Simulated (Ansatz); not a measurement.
Ge3Te7, 10 atoms. Hardware: 4 threads of Arm Neoverse V2 on a shared host.

In the def2 sets Te takes a core potential; there is no spin–orbit coupling. Correlated methods freeze 55 core orbitals; core or outer-core shells of Ge, Te are correlated, in sets that lack core-valence functions.

Problem. How many basis functions does each of these Ansatz runs have, and roughly what does it cost? PBE-D4/def2-SVP, charge -1 doublet at the geometry of the charge 0 singlet, energy; PBE-D4/def2-SVP, charge 0 triplet at the geometry of the charge 0 singlet, energy; r2SCAN-D4/def2-SVP, charge 0 triplet at the geometry of the charge 0 singlet, energy, from earlier orbitals; MP2/def2-SVP, charge 0 singlet, energy, from earlier orbitals; PBE-D4/def2-SVP, charge 0 singlet, relaxation, 17 steps; PBE-D4/def2-SVP, charge 1 doublet at the geometry of the charge 0 singlet, energy; HF/STO-3G, charge 0 singlet, energy; PBE-D4/def2-SVP, charge 0 singlet, energy, from earlier orbitals; PBE0-D4/def2-SVP, charge 0 singlet, energy, from earlier orbitals; r2SCAN-D4/def2-SVP, charge 0 singlet, energy and forces, from earlier orbitals.

Solution. Other jobs shared the machine, so times can vary by a factor of up to 3.

```csv
run,functions,fitting or Cholesky vectors,wall time,peak host memory (GiB)
"PBE-D4/def2-SVP, charge 0 singlet, energy, from earlier orbitals",278,3293,9 s,0.81
"r2SCAN-D4/def2-SVP, charge 0 singlet, energy and forces, from earlier orbitals",278,3293,26 s,0.88
"PBE-D4/def2-SVP, charge 1 doublet at the geometry of the charge 0 singlet, energy",278,3293,27 s,0.95
"HF/STO-3G, charge 0 singlet, energy",243,2556,32 s,2.6
"PBE0-D4/def2-SVP, charge 0 singlet, energy, from earlier orbitals",278,3279,34 s,1.9
"MP2/def2-SVP, charge 0 singlet, energy, from earlier orbitals",278,3279,37 s,2
"PBE-D4/def2-SVP, charge -1 doublet at the geometry of the charge 0 singlet, energy",278,3293,62 s,1.8
"PBE-D4/def2-SVP, charge 0 triplet at the geometry of the charge 0 singlet, energy",278,3293,74 s,1.9
"r2SCAN-D4/def2-SVP, charge 0 triplet at the geometry of the charge 0 singlet, energy, from earlier orbitals",278,3293,81 s,1.1
"PBE-D4/def2-SVP, charge 0 singlet, relaxation, 17 steps",278,3293,2.1 min,0.82
```
